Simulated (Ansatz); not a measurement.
Geometry optimisation, Ansatz, RKS LDA/def2-SVP.

Input:

```yaml
crystal:
  periodic: [false, false, false]
  atoms:
    - { symbol: C, position_ang: [0.9673, -0.4168, -1.639] }
    - { symbol: C, position_ang: [-0.2106, -0.7712, -1.0562] }
    - { symbol: Cl, position_ang: [-0.4913, -2.4646, -0.6954] }
    - { symbol: S, position_ang: [-1.4115, 0.4317, -0.6526] }
    - { symbol: Sn, position_ang: [-0.5691, 0.8093, 1.5358] }
    - { symbol: H, position_ang: [1.0785, 0.6908, -1.8898] }
    - { symbol: H, position_ang: [1.7184, -1.0887, -1.8989] }
    - { symbol: H, position_ang: [-0.5185, -0.6701, 2.4432] }
    - { symbol: H, position_ang: [-1.5496, 2.0143, 2.4353] }
    - { symbol: H, position_ang: [1.0696, 1.4142, 1.4204] }
basis:
  gaussian: { orbitals: def2-SVP }
hamiltonian:
  xc: lda
relax:
  f_tol: 0.015
  max_steps: 40
output:
  orbitals: {}
```

Run as:

```bash
$ ansatz run input.yaml --threads 2 --pin off --max-ram 3072MiB --backend cpu --events-out ev --progress --plain --runs-dir out
```

Problem. Where does it end, and by what steps?

Solution. The run converged. The force dipped under the threshold on the way, but the program's further checks kept it going. After 21 steps the energy has fallen by 0.363 eV; Cl3 moved furthest, 1.46 Å.

| step | energy less start (eV) | largest force component (eV/Å) | accepted |
| --- | --- | --- | --- |
| 0 | 0.0000 | 2.671 | yes |
| 1 | -0.1716 | 0.968 | yes |
| 2 | -0.2035 | 0.927 | yes |
| 3 | -0.2425 | 0.669 | yes |
| 4 | -0.2525 | 0.439 | yes |
| 5 | -0.2793 | 0.081 | yes |
| 6 | -0.2896 | 0.435 | yes |
| 7 | -0.3083 | 0.529 | yes |
| 8 | -0.3272 | 0.421 | yes |
| 9 | -0.3217 | 0.407 | no |
| 10 | -0.3429 | 0.119 | yes |
| 11 | -0.3519 | 0.044 | yes |
| 12 | -0.3576 | 0.129 | yes |
| 13 | -0.3573 | 0.150 | no |
| 14 | -0.3611 | 0.087 | yes |
| 15 | -0.3620 | 0.074 | yes |
| 16 | -0.3623 | 0.072 | yes |
| 17 | -0.3625 | 0.053 | yes |
| 18 | -0.3628 | 0.010 | yes |
| 19 | -0.3629 | 0.016 | yes |
| 20 | -0.3629 | 0.019 | yes |
| 21 | -0.3629 | 0.013 | yes |

```xyz
10
Properties=species:S:1:pos:R:3
C 0.844 -0.472 -2.197
C 0.224 -0.496 -1.009
Cl 0.534 -1.798 0.104
S -0.969 0.698 -0.537
Sn -0.699 0.693 1.886
H 0.675 0.373 -2.885
H 1.512 -1.294 -2.500
H -1.423 -0.704 2.562
H -1.578 2.108 2.308
H 0.964 0.841 2.272
```

Time of the run: 68 s on 2 CPU threads of a shared host.
